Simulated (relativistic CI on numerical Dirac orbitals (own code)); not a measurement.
## La+: calculation against measurement

Calculated at this level of theory: Dirac-Coulomb-Breit CI, separate exchange-only KLI orbitals for each configuration, model QED (radiative potential, 1s self-energy scaled to tabulated hydrogen-like ionisation energies), valence Slater integrals scaled by 0.85, P86 correlation energy added to each configuration (own radial code, finite nucleus).

Configuration list (outside the closed core [Xe]): 5d², 5d6s, 6s², 4f6s, 5d4f, 5d6p, 6s6p, 4f², 5d5f, 4f6p, 5d7s, 5d5g, 5d6d, 5d7p, 4f5f, 6p². Levels of other configurations are missing.

```tsv
Configuration	Term (tabulated)	J	Measured (cm⁻¹)	Computed	Error	Purity (%)
5d²	a 3F	2	0.0	0	0	91
5d²	a 3F	3	1016.1	687	-329	99
5d6s	a 3D	1	1895.2	3104	1209	99
5d²	a 3F	4	1970.7	1411	-560	99
5d6s	a 3D	2	2591.6	3549	958	95
5d6s	a 3D	3	3250.3	4141	891	99
5d²	a 3P	0	5249.7	5366	117	97
5d²	a 3P	1	5718.1	5642	-76	98
5d²	a 3P	2	6227.4	6033	-194	97
6s²	a 1S	0	7394.6	8664	1270	70
5d²	a 1G	4	7473.3	8226	752	98
4f6s	(5/2,1/2)° †	2	14148.0	19156	5008	57
4f6s	(5/2,1/2)° †	3	14375.2	19964	5589	60
4f6s	(7/2,1/2)°	4	15698.7	21192	5494	67
4f6s	(7/2,1/2)°	3	15773.8	21324	5550	71
5d4f	z 1G°	4	16599.2	21812	5213	76
5d4f	y 3F°	2	17211.9	22318	5106	61
5d4f	z 3H°	4	17825.6	22729	4904	79
5d4f	y 3F°	3	18235.6	23145	4909	86
5d4f	z 3H°	5	18580.4	23327	4747	99
5d4f	y 3F°	4	19214.5	23960	4746	84
5d4f	z 3H°	6	19749.6	24294	4544	99
5d4f	z 3G°	3	20402.8	27635	7232	94
5d4f	z 3G°	4	21331.6	28375	7043	97
5d4f	z 3D°	1	21441.7	31029	9587	71
5d4f	z 3D°	2	22106.0	31530	9424	68
5d4f	z 3G°	5	22282.9	29145	6862	97
5d4f	z 3D°	3	22537.3	32065	9528	70
5d6p	y 3D°	1	25973.4	24216	-1757	56
5d6p	y 3D°	2	27388.1	25142	-2246	66
6s6p	3P° (computed)	0	27545.8	29165	1619	65
5d6p	y 3D°	3	28315.2	26065	-2251	69
5d4f	z 1H°	5	28525.7	37355	8830	96
5d6p	x 3F°	4	28565.4	30789	2223	65
6s6p	³P° (computed)	2	29498.0	31133	1635	72
5d4f	y 1P°	1	30353.3	36701	6348	78
```

Measured levels from NIST Handbook of Basic Atomic Spectroscopic Data (Sansonetti and Martin, J. Phys. Chem. Ref. Data 34, 1559 (2005)); pairs were made by configuration, J and term (by order where the table uses no LS term), so strongly mixed levels may be paired wrongly.

Mean error by configuration (cm⁻¹): 5d² -48; 5d6s 1019; 6s² 1270; 4f6s 5522; 5d4f 6602; 5d6p -1008; 6s6p 1627. Over the excited levels the mean absolute error is 3883 cm⁻¹ (35 of the 50 excited levels that our extract of the source holds in range could be paired, and the others can miss by more), and the median relative error of those above 1,000 cm⁻¹ is 27 %. Some levels of the ground configuration have no partner. † marks terms whose computed intervals miss the measured ones by more than a factor of 2.5, or configurations far off the rest, from wrong mixing, a near crossing or a doubtful label or measurement; they are left out of the means.

Transition probabilities of persistent lines. The last column rescales the computed rate by the cube of measured over computed energy:

| λ measured (Å) | Lower | Upper | A tabulated (s⁻¹) | A computed | A rescaled |
| --- | --- | --- | --- | --- | --- |
| 3759.08 air | 5d² a 3F4 | 5d6p x 3F°4 | 3.40e+07 | 6.54e+07 | 4.86e+07 |
